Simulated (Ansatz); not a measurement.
Ga₇As₇H₂₀, a nanocrystal cut from zinc blende GaAs (hydrogen-capped). Total charge 0; triplet. Geometry PBE-D4/def2-SVP, that of the neutral singlet; atoms count from 1.

```xyz
34

Ga   -2.6722   -0.7845   -2.7623
Ga    2.0817    3.0276    1.5530
Ga    1.1337    0.6268   -2.0360
Ga   -1.9041    1.3066    0.7137
Ga   -2.6138   -2.7505    0.9920
Ga    1.1922   -1.3017    1.6437
Ga    0.4894   -3.4437   -1.8097
As   -0.3957    3.1348    1.6507
As   -1.2530    1.0245   -1.6342
As   -1.8463   -2.6866   -1.3788
As    2.3750    2.5149   -0.8573
As    2.4291    0.7580    2.4944
As    1.6417   -1.4091   -0.7654
As   -1.1983   -0.7755    1.8016
H    -2.1060   -0.8590   -4.2361
H    -4.1596   -0.4053   -2.3855
H     2.9023    4.2209    2.1650
H     1.6264    0.6788   -3.5312
H    -3.3732    1.7997    0.9955
H    -4.1044   -2.2426    1.1261
H    -2.0133   -3.9974    1.7554
H     1.7223   -2.4949    2.5247
H     0.8490   -3.3499   -3.3458
H     0.8864   -4.6444   -0.8615
H    -0.7757    4.5032    1.0896
H    -0.7408    3.4367    3.1071
H    -1.5338    2.3813   -2.2803
H    -2.6443   -3.8482   -1.9747
H     2.1895    3.8410   -1.5913
H     3.8819    2.3991   -1.0754
H     3.9393    0.5324    2.4846
H     2.2804    0.9068    4.0068
H     3.1592   -1.5623   -0.8696
H    -1.4450   -0.5376    3.2915
```

Single mean-field runs in def2-TZVP are fitted with def2-universal-jkfit. At PBE0-D4/def2-TZVP a singlet of charge 0 lies 4.67 eV below the triplet at the same geometry.

Estimate the Mulliken populations of the heavy atoms from the PBE0/def2-TZVP orbitals of Ansatz.


```json
{"atom": "Ga1", "charge (e)": "0.22", "spin (α − β)": "0.00"}
{"atom": "Ga2", "charge (e)": "0.33", "spin (α − β)": "0.01"}
{"atom": "Ga3", "charge (e)": "0.33", "spin (α − β)": "0.00"}
{"atom": "Ga4", "charge (e)": "0.29", "spin (α − β)": "0.09"}
{"atom": "Ga5", "charge (e)": "0.15", "spin (α − β)": "0.26"}
{"atom": "Ga6", "charge (e)": "0.28", "spin (α − β)": "0.09"}
{"atom": "Ga7", "charge (e)": "0.22", "spin (α − β)": "0.00"}
{"atom": "As8", "charge (e)": "-0.29", "spin (α − β)": "0.20"}
{"atom": "As9", "charge (e)": "-0.37", "spin (α − β)": "0.00"}
{"atom": "As10", "charge (e)": "-0.40", "spin (α − β)": "0.01"}
{"atom": "As11", "charge (e)": "-0.26", "spin (α − β)": "0.00"}
{"atom": "As12", "charge (e)": "-0.29", "spin (α − β)": "0.20"}
{"atom": "As13", "charge (e)": "-0.37", "spin (α − β)": "0.00"}
{"atom": "As14", "charge (e)": "-0.17", "spin (α − β)": "0.67"}
```
Mulliken values depend strongly on the basis.

Where does the spin sit?

Summed by element: Ga 0.45, As 1.10, H 0.45, of 2 unpaired in all. Largest on single atoms: As14 0.67, Ga5 0.26, As8 0.20.

And the Mayer bond orders between heavy atoms (over 0.3)?

Ga1–As9 0.60 (2.56 Å); Ga1–As10 0.72 (2.49 Å); Ga2–As8 0.75 (2.48 Å); Ga2–As11 0.71 (2.48 Å); Ga2–As12 0.75 (2.48 Å); Ga3–As9 0.79 (2.45 Å); Ga3–As11 0.61 (2.55 Å); Ga3–As13 0.79 (2.45 Å); Ga4–As8 0.66 (2.55 Å); Ga4–As9 0.80 (2.45 Å); Ga4–As14 0.71 (2.45 Å); Ga5–As10 0.75 (2.49 Å); Ga5–As14 0.41 (2.56 Å); Ga6–As12 0.66 (2.55 Å); Ga6–As13 0.80 (2.45 Å); Ga6–As14 0.71 (2.45 Å); Ga7–As10 0.72 (2.49 Å); Ga7–As13 0.60 (2.56 Å).
